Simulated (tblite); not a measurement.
Species: C7H7O2 (doublet state).
Z-matrix (Å and degrees, GFN2-xTB geometry), rows numbered from 1:
```
C 
C   1  1.5029
O   2  1.1984  1  125.83
O   2  1.3591  1  109.48  3  -179.46
C   4  1.3461  2  124.03  1   177.67
C   5  1.4363  4  120.22  2   178.24
C   6  1.3577  5  107.09  4   179.67
C   7  1.4533  6  108.30  5    -0.09
C   8  1.3666  7  108.93  6     0.13
H   1  1.0858  2  109.57  3   -25.10
H   1  1.0860  2  110.54  3  -147.51
H   1  1.0892  2  108.59  3    93.52
H   6  1.0718  5  124.30  4    -0.51
H   7  1.0734  6  127.06  5   179.81
H   8  1.0738  7  124.56  6  -179.78
H   9  1.0712  5  125.64  4     0.37
```

Structure optimised with GFN2-xTB, isolated species. This method treats the open shell by occupation alone, without spin polarisation.

Masses are those of the commonest isotopes; rigid-rotor values at the optimised geometry. The values belong to one conformer with, in the numbering `[CH3:1][C:2](=[O:3])[O:4][C:5]1[CH:6]=[CH:7][CH:8]=[CH:9]1`, C1–C2–O4–C5 178°, C2–O4–C5–C6 178°.

Give the principal moments of inertia and the rotational constants in GHz.

Ia = 104.43, Ib = 487.50, Ic = 588.55 u·Å²; 505379 MHz·u·Å²/I gives 4840, 1037 and 858.7 MHz, that is A = 4.8396, B = 1.0367, C = 0.8587 GHz.

What kind of rotor is it?

A near-prolate asymmetric top; Ray's κ = -0.911.

Is it planar, by Δ = Ic − Ia − Ib?

Not planar: Δ = Ic − Ia − Ib = -3.38 u·Å². For a rigid frame Δ = −2 Σ m c², so Σ m c² = 1.69 u·Å² lies off the ab plane: 1.58 from hydrogen and 0.11 from heavier atoms. The atom farthest from that plane is 1.09 Å away.

For this open shell read J as N, the rotation without spin; fine and hyperfine splittings come on top. Its GFN2-xTB frequencies are all real (lowest 40 cm⁻¹). Zero-point vibration and centrifugal distortion are left out.

The run took 0.59 s of wall time on one thread, Arm Neoverse V1 (aarch64), shared host. This is the geometry optimisation.

All values are computed, not measured.
